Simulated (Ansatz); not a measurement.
Program: Ansatz. Geometries: PBE0-D4/def2-TZVP. ΔE: electronic, gas phase. CCSD(T)/CBS adds triple-zeta CCSD(T) − MP2 to the extrapolated MP2 energy (def2 sets, frozen cores). Functionals use def2-TZVPP. B3LYP here is the variant with VWN-RPA as its local correlation; programs differ in this. Elements past krypton have def2 core potentials. For In, Zn outer-core shells are correlated without core-valence functions, which leaves a few kJ/mol of doubt a bond. Scalar relativity is left out up to krypton. Each species was taken in one conformer, which may not be the lowest.

Reaction (formal exchange of groups at a Zn–In bond): `[OH][InH][ZnH]` + `CCOCF` → `FC[O][ZnH]` + `C[CH2][InH][OH]`

| level | ΔE (kJ/mol) | difference from CCSD(T)/CBS |
| --- | --- | --- |
| PBE-D4 | -24.4 | 13.9 |
| r2SCAN-D4 | -34.4 | 3.9 |
| B3LYP-D4 | -23.2 | 15.1 |
| ωB97X-V | -29.8 | 8.5 |
| ωB97M-V | -28.3 | 10.0 |
| B2PLYP | -31.3 | 7.0 |
| PBE | -22.6 | 15.7 |
| PBE0 | -19.8 | 18.5 |
| HF/def2-TZVPP | -9.9 | 28.4 |
| CCSD/def2-TZVPP | -35.3 | 3.0 |
| CCSD(T)/CBS | -38.3 | 0 |

Largest T1 diagnostic among the species: 0.017.

In def2-TZVPP, CCSD(T) changes the Hartree–Fock value by −29.3 kJ/mol (the triples alone add −3.9 kJ/mol) and MP2 by −38.1 kJ/mol. The D4 term adds −3.3 kJ/mol with B3LYP and −1.5 kJ/mol with PBE0; it sums over pairs of atoms, weighted by their polarisabilities, and B3LYP, whose exchange is more repulsive, gets the larger term.
